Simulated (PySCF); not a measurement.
## Structure from 2D NMR

Compound of formula C₂H₁₂OSi₄. Correlations simulated from computed shifts and the bond graph:

HSQC (one-bond C–H):
```
   δH     δC
12.43  253.8
 0.27   -6.8
```

COSY cross peaks (H two or three bonds apart, from the bond graph; peaks can be absent where the dihedral angle is near 90°):
```
   δH    δH
12.43  4.40
```

HMBC (two and three bonds, from the bond graph):
```
  δH           δC
4.40  253.8, -6.8
3.74         -6.8
```

[PySCF 2.14.0 with density-fitted response routines: GFN2-xTB structure; NMR shieldings at PBE0/pcSseg-1/GIAO; no relativistic terms; in vacuum; equivalent nuclei averaged; one computed conformer]

References, each an isolated molecule treated in the same way: 1H (σref 31.72) and 13C (σref 186.93) vs TMS.

Exchangeable hydrogens are left out of these lists.

Assemble the structure.

Results:

SMILES C[Si]([SiH3])([SiH3])[SiH2]C=O.

Numbering as in the mapped SMILES `[CH3:1][Si:2]([SiH3:3])([SiH3:4])[SiH2:5][CH:6]=[O:7]` (H(Xn): hydrogen on atom n).

- δC 253.8 is C6, a carbonyl carbon (δH 12.43).
- δC -6.8 is C1, a methyl carbon bonded to Si (δH 0.27).
- COSY links 12.43–4.40.

The data come from this structure; uniqueness wasn't tested.

Shifts are as computed. Against solution values, carbons near 30 ppm lie about +3 ppm off and those near 130 ppm about +5 ppm. Of 1309 compounds with measured shifts, 239 miss one by over three times the rms of a fit or turn the order of signals round; such compounds aren't used in these exercises.
